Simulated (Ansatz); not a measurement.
`FC[NH][AlH2]`. The species carries charge 0 and has multiplicity 1. Geometry: relaxed with PBE0-D4/def2-TZVP. It is one conformer, not always the lowest.

```xyz
9

F    -1.161    0.196    1.814
C    -1.073    0.420    0.435
N     0.264    0.515    0.005
Al    1.244   -0.799   -0.696
H    -1.640    1.337    0.251
H    -1.570   -0.428   -0.046
H     0.682    1.402    0.243
H     2.765   -0.492   -0.993
H     0.489   -2.151   -1.013
```

(1) What is the dipole moment at ωB97M-V/def2-TZVPP? (Best estimate.)

(2) And with PBE, r2SCAN, B3LYP? (Best estimate.)

(3) Give the Mulliken charges with ωB97M-V, PBE, B3LYP in def2-TZVPP. (Estimate.)

Answers

(1) Ansatz gave: 1.75 D, with components (0.35, 0.89, -1.46) D in this frame, pointing from negative to positive charge.

(2) Computed: PBE 1.65 D, r2SCAN 1.70 D, B3LYP 1.75 D.

(3) Ansatz gave: 
| atom | ωB97M-V | PBE | B3LYP |
| --- | --- | --- | --- |
| F1 | -0.25 | -0.22 | -0.26 |
| C2 | 0.07 | 0.06 | 0.11 |
| N3 | -0.29 | -0.25 | -0.29 |
| Al4 | 0.39 | 0.34 | 0.43 |
| H5 | 0.10 | 0.09 | 0.09 |
| H6 | 0.10 | 0.08 | 0.09 |
| H7 | 0.10 | 0.14 | 0.12 |
| H8 | -0.11 | -0.12 | -0.14 |
| H9 | -0.12 | -0.12 | -0.15 |

B3LYP here is the variant with VWN-RPA as its local correlation; programs differ in this.
